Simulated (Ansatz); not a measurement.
Program: Ansatz. Geometries: PBE0-D4/def2-TZVP. ΔE: electronic, gas phase. CBS: MP2 limit from def2 TZ/QZ plus the TZ coupled-cluster correction, frozen cores. This one scheme is used for every species. Functionals use def2-TZVPP. HSE06 is defined as in plane-wave codes. For Ti outer-core shells are correlated without core-valence functions, which leaves a few kJ/mol of doubt a bond. Scalar relativity is left out up to krypton. Each species was taken in one conformer, which may not be the lowest.

Reaction (ligand exchange at a Ti–C bond): `[CH3][Ti]([OH])([Cl])[Cl]` + HCl → `[OH][Ti]([Cl])([Cl])[Cl]` + CH₄

(1) Is it downhill or uphill in electronic energy at CCSD(T)/CBS, and by how much? (Best estimate.)

(2) What do these levels give: r2SCAN0-D4, B2PLYP, BLYP, HSE06, HF/def2-SVP, HF/CBS(def2)? (An estimate is asked.)

Largest T1 diagnostic among the species: 0.024, so the coupled-cluster value is less sure than usual.

## Answers

(1) Computed: Downhill: ΔE = -169.0 kJ/mol.

(2) The calculation gave: r2SCAN0-D4 -177.9, B2PLYP -186.1, BLYP -185.5, HSE06 -176.5, HF/def2-SVP -163.9, HF/CBS(def2) -169.7 kJ/mol.

From r2SCAN to r2SCAN0 (25 % exact exchange), in def2-TZVPP and without D4, ΔE moves by +7.4 kJ/mol. At CCSD(T), def2-SVP lies −13.3 kJ/mol from the extrapolated value and def2-TZVPP −3.0 kJ/mol.
